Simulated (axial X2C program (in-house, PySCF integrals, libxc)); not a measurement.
## PtTe: properties at the nuclei

Calculated with an axial X2C code built on PySCF integrals: two-component X2C with atomic mean-field Coulomb and Gaunt terms, Gaussian nuclei, basis Pt dyall-cv3z, Te dyall-cv3z with contracted cores.

R = 2.354 Å (near the PBE0 minimum at charge 0 of the determinant lowest at the starting distance; the state shown can have its own minimum elsewhere).

Input and command:
```json
{"zs": [78, 52], "q": 0, "bas": ["dyall-cv3z", "dyall-cv3z"], "r0": 2.4, "levels": ["PBE0", "HF", "r2SCAN", "BHandHLYP", "PBE"], "nst": 2}
```
```bash
python soeom.py task.json out
```

Keys: zs atomic numbers; q charge; bas basis sets; r0 starting distance in Å; levels methods; nst determinants followed.

Determinant lowest in the PBE0 search, Ω = 1 (⟨Sz⟩ = 0.93, ⟨Lz⟩ = 0.07 at PBE0), spin on the atoms Pt 0.27, Te 0.66:

```csv
level,Eeff magnitude (GV/cm),Ws magnitude Pt (kHz),A∥/gI Pt (MHz),qzz Pt (a.u.),A∥/gI Te (MHz),qzz Te (a.u.),μ (D)
PBE0,7.32,5.54,-471,5.07,-649,-0.78,-0.70
r2SCAN,2.37,4.58,167,5.68,-627,-0.03,-0.39
BHandHLYP,12.9,13.1,-846,4.68,-192,-0.71,-1.28
PBE,5.39,3.18,-369,6.31,-695,0.32,-0.17
```

Determinant 0.05 eV from it at PBE0 and this distance, Ω = 0 (closed shell), highest spinor 53% Te p, 34% Pt d, 6% Pt p:

```
    level  qzz Pt (a.u.)  qzz Te (a.u.)  μ (D)
     PBE0           4.38           0.02  -0.70
       HF           0.25          -3.69  -1.92
   r2SCAN           5.05           0.84  -0.45
BHandHLYP           3.23          -1.01  -0.99
      PBE           5.63           1.14  -0.17
```

Eeff is the effective electric field on the electron electric dipole moment in this Ω state and Ws the scalar–pseudoscalar constant of the nucleus named (defined with the proton number Z and per Ω); A∥ (defined per Ω) follows by multiplying with gI = μI/(I μN); qzz is the electric field gradient, eQq0 = 234.96 MHz × Q/barn × qzz; μ is positive if the Te end (last atom) is positive. The operators were transformed with the bare-nucleus X2C matrices; with these basis sets, hyperfine constants and field gradients can be off by tens of per cent, and where levels differ in sign neither size nor sign is settled.

Each state is one determinant with collinear spin, which with several unpaired electrons need not be a pure state. In the state Ω = 1 the sign of Eeff differs between levels (r2SCAN against PBE0). A closed determinant beside an open π² or δ² triplet, such as (π1/2)², mixes with its partner pair into the 0⁺ component of the triplet and ¹Σ⁺, so its energy is not that of a level, and 0⁺ can lie lowest. With several open shells hyperfine constants can be off by a factor of several. Where Eeff spreads by more than a factor of two the levels disagree and none is to be relied on. Open-shell Ω = 0 determinants with evenly filled partner blocks cannot be reached by this program, so the Ω shown need not be the lowest component. Left out as unconverged or as another state under the same occupation: HF in at least one table. At PBE a later determinant lies lower. States lie within half an eV, so the first need not be the ground state. The sign of Ws at Pt differs between levels in the first state. Where a field gradient or hyperfine factor spreads by more than a factor of two over the levels, a constant derived from it is not to be relied on. PBE0 term energies can be off by some tenths of an eV.
